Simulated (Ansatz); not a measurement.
```yaml
crystal:
  periodic: [false, false, false]
  atoms:
    - {symbol: C, position_ang: [14.260253, -0.452501, -1.948462]}
    - {symbol: C, position_ang: [13.541950, -1.067996, -0.948349]}
    - {symbol: C, position_ang: [12.156206, -0.786701, -1.074915]}
    - {symbol: S, position_ang: [10.727773, -1.218007, -0.192677]}
    - {symbol: C, position_ang: [9.709525, -0.307732, -1.307884]}
    - {symbol: C, position_ang: [8.282794, -0.255587, -1.114899]}
    - {symbol: C, position_ang: [7.387329, 0.674471, -1.633162]}
    - {symbol: C, position_ang: [6.061543, 0.393546, -1.241426]}
    - {symbol: S, position_ang: [4.516675, 1.134801, -1.518467]}
    - {symbol: C, position_ang: [3.706838, -0.079379, -0.525589]}
    - {symbol: C, position_ang: [2.284572, -0.020751, -0.340720]}
    - {symbol: C, position_ang: [1.381870, 0.911624, -0.843758]}
    - {symbol: C, position_ang: [0.060660, 0.627954, -0.441580]}
    - {symbol: S, position_ang: [-1.488006, 1.359607, -0.713280]}
    - {symbol: C, position_ang: [-2.289302, 0.139494, 0.275841]}
    - {symbol: C, position_ang: [-3.712930, 0.173667, 0.473482]}
    - {symbol: C, position_ang: [-4.511795, -0.806521, 1.057461]}
    - {symbol: C, position_ang: [-5.867424, -0.422868, 1.087689]}
    - {symbol: S, position_ang: [-7.336928, -1.154692, 1.650824]}
    - {symbol: C, position_ang: [-8.282474, 0.241704, 1.133599]}
    - {symbol: C, position_ang: [-9.705594, 0.257109, 1.341003]}
    - {symbol: C, position_ang: [-10.504318, -0.719152, 1.922521]}
    - {symbol: C, position_ang: [-11.864912, -0.334152, 1.947840]}
    - {symbol: S, position_ang: [-13.338374, -1.054967, 2.513296]}
    - {symbol: C, position_ang: [-14.255826, 0.329760, 2.000185]}
    - {symbol: C, position_ang: [-13.484659, 1.310672, 1.418610]}
    - {symbol: C, position_ang: [-12.117976, 0.928560, 1.390337]}
    - {symbol: S, position_ang: [-10.648668, 1.655023, 0.824400]}
    - {symbol: C, position_ang: [-7.484401, 1.220370, 0.551386]}
    - {symbol: C, position_ang: [-6.126136, 0.840923, 0.529065]}
    - {symbol: S, position_ang: [-4.658085, 1.573461, -0.031170]}
    - {symbol: C, position_ang: [-1.385170, -0.791641, 0.781663]}
    - {symbol: C, position_ang: [-0.066853, -0.513013, 0.370607]}
    - {symbol: S, position_ang: [1.480886, -1.249943, 0.638575]}
    - {symbol: C, position_ang: [4.605314, -1.008622, -0.009562]}
    - {symbol: C, position_ang: [5.927679, -0.737327, -0.416535]}
    - {symbol: S, position_ang: [7.469763, -1.481072, -0.142543]}
    - {symbol: C, position_ang: [10.454588, 0.308213, -2.305640]}
    - {symbol: C, position_ang: [11.835767, 0.038610, -2.164877]}
    - {symbol: S, position_ang: [13.270023, 0.466927, -3.043931]}
    - {symbol: H, position_ang: [15.338170, -0.486564, -2.108307]}
    - {symbol: H, position_ang: [13.995266, -1.686649, -0.172224]}
    - {symbol: H, position_ang: [7.700066, 1.524856, -2.240960]}
    - {symbol: H, position_ang: [1.682904, 1.752027, -1.472241]}
    - {symbol: H, position_ang: [-4.118471, -1.755861, 1.422533]}
    - {symbol: H, position_ang: [-10.108853, -1.661059, 2.306937]}
    - {symbol: H, position_ang: [-15.334287, 0.341333, 2.159713]}
    - {symbol: H, position_ang: [-13.889548, 2.248994, 1.037301]}
    - {symbol: H, position_ang: [-7.882491, 2.160569, 0.165573]}
    - {symbol: H, position_ang: [-1.680499, -1.618233, 1.428886]}
    - {symbol: H, position_ang: [4.301186, -1.839054, 0.631119]}
    - {symbol: H, position_ang: [10.004347, 0.895782, -3.107285]}
basis:
  gaussian: {orbitals: 6-31G, fitting: {mean_field: def2-universal-jkfit}, final_grid: {core_spheres: 8, valence_spheres: 7, degree: 23}}
hamiltonian: {xc: {name: r2SCAN0}}
scf: {omitted_lower_state_checks: [starts]}
```

```sh
$ ansatz run in.yaml --threads 2 --pin off --events-out ev --progress --plain --max-ram 32768MiB --backend cuda --devices 0, --max-vram 18GiB
```

Output, abridged:

```
Functional definition: r2SCAN0
3746 factors; integrals over basis functions are off by at most 3.5e-2 eV
mean field evaluation 1: about -139584.0565 eV, gradient 9.0e1 eV
mean field evaluation 2: about -139574.1798 eV, gradient 1.1e2 eV
mean field evaluation 4: about -139605.1799 eV, gradient 8.9e0 eV
mean field evaluation 8: about -139605.3944 eV, gradient 6.8e-1 eV
mean field evaluation 16: about -139605.3957 eV, gradient 4.6e-4 eV
mean field -139605.39573659 eV, -5130.4036653837 hartree, gradient 6.9e-5 eV, S^2 0.000000; 0 other end points of the search recorded, 0 dependent functions left out
reference -139605.39575201 eV, -5130.4036659504 hartree; 176, 176 occupied and 248, 248 virtual orbitals, 3746 factors
Total energy: -139605.39575201 eV, -5130.4036659504 hartree
Checks for a lower state left out: starts
```

Run time 9.5 s (2 threads of AMD EPYC 7R13 on a shared host and a share (18 GiB) of an NVIDIA H100 80GB HBM3), peak host memory 0.96 GiB.
